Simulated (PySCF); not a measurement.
CaBr from Hartree–Fock to correlated methods

State: ²Σ⁺ (doublet), unpaired electrons σ ↑. Set-up: Ca def2-SVP, Br def2-SVP; no relativity (PySCF 2.14). De refers to Ca + Br in their high-spin ground configurations, without counterpoise correction. The functionals are run spin-unrestricted. A positive dipole means Ca(−)Br(+).

```csv
Level,Re (Å),ωe (cm⁻¹),De (eV),μ (D),"CPU s a point (SCF and correlation, without the integrals)"
UHF,2.675,275,3.27,-5.05,0.16
UHF-MP2,2.642,279,3.51,n/a,0.28
UHF-SCS-MP2,2.650,278,3.35,n/a,n/a
UHF-CCSD,2.649,277,3.25,n/a,n/a
UHF-CCSD(T),2.648,277,3.27,n/a,11
PBE,2.581,291,3.94,-4.16,0.78
PW91,2.577,292,4.00,-4.14,0.54
r²SCAN,2.589,294,4.22,-4.54,1
PBE0,2.589,291,3.88,-4.45,1.3
M06,2.583,296,3.47,-4.63,1.1
HSE06,2.590,291,3.89,-4.49,1.1
MN15,2.584,291,3.51,-4.99,1.2
```

(1) Which functional lies closest to UHF-CCSD(T) in De, which farthest, and by how much do they differ from it?

(2) What does a quarter of exact exchange do here, going from PBE to PBE0?

(3) What does the step from GGA to meta-GGA do here, going from PBE to r²SCAN?

Correlated steps freeze 14 core orbitals. Correlated levels converge slowly with the basis: in double zeta they bind strong bonds too weakly, by up to about 1 eV, and carry superposition errors of some tenths. Spin–orbit coupling is left out. The state was picked by a PBE0 search and need not be the measured ground state.

The whole job (state search and all levels along the bond) took about 2.9 min on 1 thread of Arm Neoverse V2 (shared host), peak memory 0.65 GiB.

Results:

(1) Closest is M06 (-6.5 pm in Re, +6.9 % in ωe, +0.20 eV in De against UHF-CCSD(T) in the same basis), farthest r²SCAN (-5.9 pm in Re, +6.1 % in ωe, +0.95 eV in De). CCSD(T) converges more slowly with the basis than the functionals do and binds too weakly in this one, so the order can change at the basis-set limit.

(2) PBE0 less PBE: +0.8 pm in Re, +0.0 % in ωe, -0.06 eV in De. Exact exchange removes part of the self-interaction that spreads semilocal densities, and in most molecules shortens and stiffens the bond and lowers De; here Re goes the other way.

(3) r²SCAN less PBE: +0.8 pm in Re, +1.0 % in ωe, +0.28 eV in De.
